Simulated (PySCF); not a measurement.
# Ionisation energy of Ru²⁹⁺ by level of theory

Ru²⁹⁺ [Ne] 3s2 3p3 (4S) → Ru³⁰⁺ [Ne] 3s2 3p2 (3P), as a difference of total energies. All numbers are calculated (PySCF 2.14, scalar relativity by spin-free X2C-1e, in an even-tempered Gaussian basis (18 s from 4.1 bohr⁻², ratio 2.5; 12 p from 5.4 bohr⁻², ratio 2.5; 5 d from 23 bohr⁻², ratio 2.7; 4 f from 34 bohr⁻², ratio 2.7)). Correlated levels: outer shells: 1s2 frozen; virtual orbitals above 40 to 60 times the deepest correlated orbital energy dropped. The calculations carry no spin-orbit coupling.

```csv
method,ionisation energy (eV)
UHF,1661.9
MP2 (outer shells),1662.4
SCS-MP2 (outer shells),1662.1
CCSD (outer shells),1662.2
CCSD(T) (outer shells),1662.2
```

Spin-orbit coupling is strong in these open shells (close to jj coupling). The scalar numbers leave it out and a first-order estimate fails, so it can dominate the gap to the real levels.

Breit and QED terms and the two-electron picture change are absent.

For comparison: 1659 ± 6 eV (semi-empirical (NIST evaluation); NIST Atomic Spectra Database, ionization energies).
